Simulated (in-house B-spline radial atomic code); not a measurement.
How G0W0 and RPA depend on the start: Cd36+

Configuration [Ne] 3s2. Computed with a B-spline radial code for spherical atoms: all electrons, non-relativistic, point nucleus, each spin shell either full or empty, empty states to l = 9 with an (l + 1/2)⁻⁴ tail; G0W0 by contour deformation at full frequency.

Without relativity these are model numbers: it shifts the levels of so heavy an element strongly and can reorder them.

```csv
start,mean-field 3s (eV),G0W0 (eV),QP weight,RPA correlation (Eh)
Hartree-Fock,-2351.89,-2357.57,0.986,-0.89472
PBE,-2325.99,?,?,?
LDA exchange-only,-2322.61,-2359.06,0.974,-1.0214
BHandHLYP,-2339.86,-2358.21,0.981,-0.94473
CAM-B3LYP,-2333.96,?,?,?
```

(1) What G0W0 level, weight and RPA correlation energy follow from the PBE start?

(2) What G0W0 level, weight and RPA correlation energy follow from the CAM-B3LYP start?

(3) How much of the dependence on the start does G0W0 remove?

Answers

(1) G0W0 level -2359.00 eV, weight 0.974, RPA correlation -1.0184 hartree.

(2) G0W0 level -2358.58 eV, weight 0.978, RPA correlation -0.97673 hartree.

(3) The mean-field levels span 29.3 eV and the G0W0 levels 1.49 eV. Against 2427 ± 3 eV (NIST, semi-empirical) the G0W0 removal energies are off by -69.43 to -67.94 eV, with relativity, Breit and QED terms left out.
